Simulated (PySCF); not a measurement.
Computed shifts of a molecule C6H15Ga, PySCF with PBE0/pcSseg-1, GIAO, gas phase, equivalent atoms averaged, in ppm (number of nuclei): ¹³C: 14.9 (2), 14.3 (2), 11.5 (1), 7.8 (1). ¹H: 1.58 (6), 1.45 (3), 1.20 (2), 0.95 (1), 0.94 (1), 0.88 (1), 0.87 (1). References: ¹³C against TMS (σ = 186.3 ppm); ¹H against TMS (σ = 31.56 ppm), references at their B3LYP-D3(BJ)/def2-TZVP geometries, non-relativistic. Geometry optimised at B3LYP-D3(BJ)/def2-SVP. The values are those of a single conformer.

Q: Which molecule gave these data?
A) C[CH](C)[GaH][CH](C)C
B) C[CH2][Ga]([CH2]C)[CH2]C
C) [CH3][Ga]([CH3])[C](C)(C)C
D) CC[CH2][GaH][CH2]CC

A: B, C[CH2][Ga]([CH2]C)[CH2]C
